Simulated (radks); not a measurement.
Results of a calculation; reference values are marked as such.
Ionisation of Nb16+, [Ar] 3d7, to Nb17+, [Ar] 3d6, under several functionals. Dirac Kohn-Sham, spin-unpolarised, spherical densities, finite nucleus; open shells are shared between the two j in proportion to 2j + 1; a radial shooting solver on a logarithmic mesh with Libxc functionals.

functional	E(Nb16+) (hartree)	Exc (hartree)	IE (eV)	-e(HOMO) (eV)	<r> HOMO (bohr)	IE error (eV)
PBEsol	-3701.99338	-101.93817	641.29	612.65	0.3973	+5.3
Wu-Cohen GGA	-3703.43780	-103.40256	641.48	612.83	0.3973	+5.5
exchange-only B88	-3703.29282	-103.26325	639.73	611.07	0.3974	+3.7
SOGGA	-3701.76523	-101.70841	641.12	612.48	0.3974	+5.1
exchange-only PBE	-3702.74786	-102.70622	639.57	610.93	0.3976	+3.6
B86b exchange with PBE correlation	-3704.58155	-104.55823	641.50	612.86	0.3974	+5.5
BLYP	-3704.60317	-104.57686	641.27	612.62	0.3974	+5.3
PBE	-3704.06584	-104.03566	641.42	612.78	0.3974	+5.4
RPBE	-3704.40517	-104.38167	641.37	612.73	0.3974	+5.4

NIST Atomic Spectra Database: 636 eV (theoretical). Closest: exchange-only PBE. The Delta-SCF values span 1.93 eV, the total energies 2.84 hartree. The highest occupied level is 3d5/2. Spin polarisation and multiplet splitting are left out, so open shells lie too high by an amount that depends on their filling. Sharing an open shell by 2j + 1 raises it above the true ground level by a part of the spin-orbit splitting, which enters the differences from NIST.

Beside tabulated values, note that spin-unpolarised runs miss the spin-polarisation part of the exchange energy of open shells.
